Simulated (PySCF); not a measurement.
This PySCF input asks for the NMR shieldings of `InChI=1S/C7H12B2O/c1-2-3-7(9-10-8)6-4-5-6/h6-7,9H,4-5,8H2,1H3/t7-/m0/s1`; the geometry comes from GFN2-xTB.

```python
import basis_set_exchange as bse
import numpy as np
from pyscf import gto, dft
from pyscf.prop import nmr

atoms = """
B     3.531995   -0.803563    0.669815
O     2.452118   -0.828648   -0.047712
B     1.345366   -0.811235   -0.721826
C    -0.039959   -0.431250    0.027576
C    -0.061480    1.022765    0.122431
C    -0.048529    2.220254    0.184392
C    -0.034601    3.665942    0.277482
C    -1.284520   -0.931850   -0.683551
C    -1.767937   -2.328547   -0.437243
C    -2.552372   -1.160422    0.082521
H     4.125462    0.208964    0.789636
H     3.909955   -1.796190    1.184450
H     1.363742   -1.030493   -1.881080
H    -0.037713   -0.823281    1.052348
H    -0.862335    4.087763   -0.292345
H    -0.129790    3.976650    1.318138
H     0.902058    4.055745   -0.122217
H    -1.384055   -0.547200   -1.691443
H    -1.228929   -2.935494    0.275226
H    -2.170092   -2.893397   -1.264580
H    -3.492766   -0.920270   -0.390238
H    -2.546029   -0.976857    1.146588
"""
names = dict.fromkeys(["B", "O", "C", "H"], "pcSseg-1")
basis = {el: gto.basis.parse(bse.get_basis(n, elements=[el], fmt="nwchem")) for el, n in names.items()}
mol = gto.M(atom=atoms, basis=basis, charge=0, verbose=0)
mf = dft.RKS(mol, xc="PBE0")
mf.grids.level = 2
mf.grids.alignment = dft.numint.BLKSIZE   # the property module wants whole blocks of grid points
mf.conv_tol = 1e-9
mf.kernel()

calc = nmr.RKS(mf)   # GIAO
C = mf.mo_coeff
Co = C[:, mf.mo_occ > 0]
resp = mf.gen_response(singlet=True, hermi=2)
def vind(x):   # induced exchange potential for any number of trial vectors
    d = np.einsum("pi,xij,qj->xpq", C, 2 * x.reshape(-1, C.shape[1], Co.shape[1]), Co, optimize=True)
    return np.einsum("xpq,pi,qj->xij", resp(d - d.transpose(0, 2, 1)), C, Co, optimize=True).ravel()
mo1, _ = nmr.rhf.solve_mo1(calc, with_cphf=vind)
sigma = calc.kernel(mo1)
for i, s in enumerate(sigma):   # ppm
    print("%2d %-2s %9.2f" % (i, mol.atom_pure_symbol(i), np.trace(s) / 3))
```

Problem. What does it print?

Solution. 
```
 0 B      60.51
 1 O      17.68
 2 B      62.15
 3 C     152.01
 4 C     103.79
 5 C     101.54
 6 C     181.80
 7 C     170.18
 8 C     180.74
 9 C     179.93
10 H      26.31
11 H      26.38
12 H      26.28
13 H      30.85
14 H      29.68
15 H      29.69
16 H      29.70
17 H      30.65
18 H      31.81
19 H      31.19
20 H      31.13
21 H      31.50
```

These numbers come from an equivalent density-fitted implementation of the same equations, which agrees with the script to about 0.01 ppm for H and up to a few tenths of a ppm for heavy atoms, so last digits may differ.

Size and cost of the density-fitted run: 230 basis functions, 2.1 min wall time on 1 thread of an Intel Xeon, shared host; peak memory 0.96 GiB.
